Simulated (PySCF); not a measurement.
## C7H7ClN: g tensor and hyperfine couplings

Compound: C₇H₇ClN (doublet state).
Numbering: `[CH2:1]=[C:2]([C:3]#[N:4])[C@@:5]1([Cl:6])[CH:7][CH2:8][CH2:9]1` (hydrogens: H10, H11 on C1; H12 on C7; H13, H14 on C8; H15, H16 on C9)

Structure used (GFN2-xTB), in Å, numbered top down from 1:
```xyz
16
C7H7ClN angstrom
C      1.9671   -1.0438    0.5313
C      1.3571    0.0440    0.0628
C      2.0640    0.9958   -0.7138
N      2.6273    1.7667   -1.3469
C     -0.0827    0.3655    0.3024
Cl    -0.0244    1.4752    1.8443
C     -0.8974    0.9642   -0.7381
C     -2.0083   -0.0006   -0.5643
C     -1.1367   -0.7389    0.4742
H      3.0093   -1.2283    0.3329
H      1.4427   -1.7652    1.1337
H     -0.7728    1.8493   -1.3289
H     -2.9302    0.4306   -0.1642
H     -2.2720   -0.5761   -1.4546
H     -0.7923   -1.7170    0.1461
H     -1.5583   -0.8124    1.4720
```

The hyperfine couplings belong to this conformer and change with its torsions.

Computed with PySCF 2.14.0, UKS B3LYP, pcH-1 on C Cl H N, non-relativistic, mean-field spin-orbit, GIAO. One conformer (not necessarily the lowest) at the GFN2-xTB geometry, without solvent, vibrations or thermal averaging. Couplings are sensitive to structure, and on GFN2-xTB geometries they can be far from those on DFT ones. No stability test was run, so a lower SCF solution isn't excluded.

```json
{
  "g1, g2, g3": "2.00221, 2.00304, 2.00693",
  "g_iso": "2.00406",
  "Form of g": "rhombic: the two nearest values differ by 18 % of g3 − g1",
  "⟨S²⟩": "0.7555 (exact 0.7500)",
  "Basis functions": "305"
}
```

Isotropic coupling and dipolar principal values T1 to T3, in G; ρ(0) is the spin density at the nucleus (MHz turned into gauss with g_iso; 10 G = 1 mT):

```tsv
atom	isotope	a_iso	of which spin–orbit	T1	T2	T3	Mulliken spin population	ρ(0) (bohr⁻³)
C1	13C	0.5	0.0	-0.6	-0.3	0.9	0.02	0.0014
C2	13C	10.9	0.0	-1.1	-0.8	1.9	0.01	0.0271
C3	13C	-0.3	0.0	-0.3	-0.2	0.4	0.00	-0.0008
N4	14N	0.0	0.0	-0.1	0.0	0.1	0.00	0.0002
C5	13C	-4.7	0.0	-1.1	-0.5	1.6	-0.05	-0.0117
Cl6	35Cl	12.6	0.4	-10.6	-9.9	20.4	0.14	0.0779
C7	13C	30.7	0.0	-26.6	-26.3	53.0	0.90	0.0765
C8	13C	-11.4	0.0	-1.0	0.3	0.7	-0.08	-0.0284
C9	13C	1.3	0.0	-0.5	-0.4	0.9	0.01	0.0032
H10	1H	0.6	0.0	-0.5	-0.3	0.7	0.00	0.0003
H11	1H	0.1	0.0	-0.4	-0.2	0.6	0.00	0.0000
H12	1H	-20.5	0.0	-12.3	-0.6	12.9	-0.03	-0.0129
H13	1H	43.3	0.0	-1.5	-1.2	2.7	0.05	0.0272
H14	1H	36.7	0.0	-1.6	-1.3	2.9	0.04	0.0230
H15	1H	-1.1	0.0	-0.9	-0.9	1.8	0.00	-0.0007
H16	1H	-0.9	0.0	-0.9	-0.6	1.5	0.00	-0.0006
```

The Mulliken spin populations are largest on C7 (+0.90), Cl6 (+0.14) and C8 (-0.08). The positive populations add up to 1.17 and the negative ones to -0.17, together 2S = 1. The angles at C7 add up to 359.7°, so it is planar; its axial dipolar tensor and the negative coupling of its proton fit spin in a p orbital normal to that plane.

Axes: g2 points within 9° of the C7–C8 bond.

Under fast tumbling the dipolar parts average out, and these isotropic splittings remain (the largest six): 1 × 1H (H13, I = 1/2, 2 lines) with 4.33 mT, 1 × 1H (H14, I = 1/2, 2 lines) with 3.67 mT, 1 × 1H (H12, I = 1/2, 2 lines) with 2.05 mT, 1 × 35Cl (Cl6, I = 3/2, 4 lines) with 1.26 mT, 1 × 1H (H15, I = 1/2, 2 lines) with 0.11 mT and 1 × 1H (H16, I = 1/2, 2 lines) with 0.09 mT.

Main isotope only: 35Cl (natural samples also hold 24 % 37Cl, magnetic too, which adds its own pattern).

The 13C coupling of C7 (86.0 MHz) shows only in satellite lines or after enrichment, since that isotope makes up about 1.07 % of natural carbon.

Examples of negative spin density at the nucleus (bohr⁻³): C8 (-0.0284), H12 (-0.0129) and C5 (-0.0117).
